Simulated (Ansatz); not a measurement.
Basis sets compared for Al2Ru⁻ (the lowest doublet isomer of a short search). The state is a doublet with charge -1. Geometry B3LYP-D4/def2-TZVPD. Ansatz on 4 threads of Arm Neoverse V1 on a shared host; times are rough, and most runs start from earlier orbitals.

```xyz
3

Ru    0.239   -0.284    1.145
Al   -0.129   -1.216   -0.907
Al   -0.110    1.500   -0.238
```

In the def2 sets Ru takes a core potential; there is no spin–orbit coupling. At PBE-D4/def2-SVPD, PBE-D4/def2-TZVPD the highest occupied level of the charge -1 doublet lies above zero (up to 0.22 eV). By energy differences its removal costs 1.70 eV (vertical, to the charge 0 triplet, at PBE0-D4/def2-TZVPD). At PBE0-D4/def2-SVPD, PBE0-D4/def2-TZVPD the charge -1 doublet is spin-contaminated (final ⟨S²⟩ up to 0.96, 0.75 for a pure state). The structure comes from a short search, and lower isomers may exist.

| level | functions | energy (Eh) | HOMO (eV) | LUMO (eV) | wall time |
| --- | --- | --- | --- | --- | --- |
| PBE-D4/def2-SVPD | 82 | -579.3864 | 0.22 | 1.11 | 1.4 s |
| PBE0-D4/def2-SVPD | 82 | -579.3623 | -0.31 | 2.01 | 2.4 s |

(1) Estimate the rows for PBE-D4/def2-TZVPD (with forces), PBE0-D4/def2-TZVPD.

## Answers

(1) 
| level | functions | energy (Eh) | HOMO (eV) | LUMO (eV) | wall time |
| --- | --- | --- | --- | --- | --- |
| PBE-D4/def2-TZVPD (with forces) | 126 | -579.5823 | 0.21 | 1.11 | 2.1 s |
| PBE0-D4/def2-TZVPD | 126 | -579.5550 | -0.31 | 1.98 | 10 s |
